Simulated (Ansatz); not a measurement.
Total energies of `[CH3][Zn][Cl]`.

```xyz
6

C     0.0600   -0.6813    0.4208
Zn   -0.0844    0.9514   -0.5877
Cl   -0.2414    2.7398   -1.6924
H     0.1018   -0.4648    1.4897
H     0.9655   -1.2218    0.1400
H    -0.8015   -1.3233    0.2296
```

Charge 0, multiplicity 1. Correlated methods include outer-core shells of Zn, which these sets cover unevenly. Scalar relativity is left out up to krypton. The geometry is a stationary point of PBE0-D4/def2-TZVP. Basis def2-TZVPP, the Gaussian-basis code of Ansatz.

RPA on PBE orbitals: Hartree–Fock energy of these orbitals -2276.94482 Eh, correlation -1.65133 Eh (frozen core).

```
             functional                                       kind  energy without D4 (Eh)  D4 term (kJ/mol)
            LDA (SPW92)                                        LDA             -2274.82833                 –
                    PBE                                        GGA             -2279.08065              -8.4
                 revPBE                                        GGA             -2279.37857             -24.9
                   BLYP                                        GGA             -2279.65309             -18.4
                 r2SCAN                                   meta-GGA             -2279.52559              -2.0
                 B97M-V                         meta-GGA with VV10             -2279.11997                 –
                   PBE0         global hybrid, 25 % exact exchange             -2279.14410              -7.1
                  B3LYP                        global hybrid, 20 %             -2279.66559             -13.6
                r2SCANh                      meta-GGA hybrid, 10 %             -2279.50707              -2.2
                r2SCAN0                      meta-GGA hybrid, 25 %             -2279.48086              -2.4
HSE06 (plane-wave form)                            screened hybrid             -2279.13217              -6.7
                  BHLYP                        global hybrid, 50 %             -2279.52670             -11.2
              CAM-B3LYP                     range-separated hybrid             -2279.69784              -7.3
                LC-ωPBE                long-range corrected hybrid             -2279.21754                 –
                ωB97X-V       range-separated hybrid GGA with VV10             -2279.34569                 –
                ωB97M-V  range-separated hybrid meta-GGA with VV10             -2279.44831                 –
                 B2PLYP                              double hybrid             -2279.24535                 –
               PBE-QIDH                              double hybrid             -2278.92721                 –
```

B3LYP takes the VWN-RPA correlation (the form of Gaussian; ORCA's B3LYP/G). HSE06 is the plane-wave form, built on full-range PBE exchange. The double hybrids freeze the cores in their second-order part.

LC-ωPBE has ω = 0.4 bohr⁻¹.
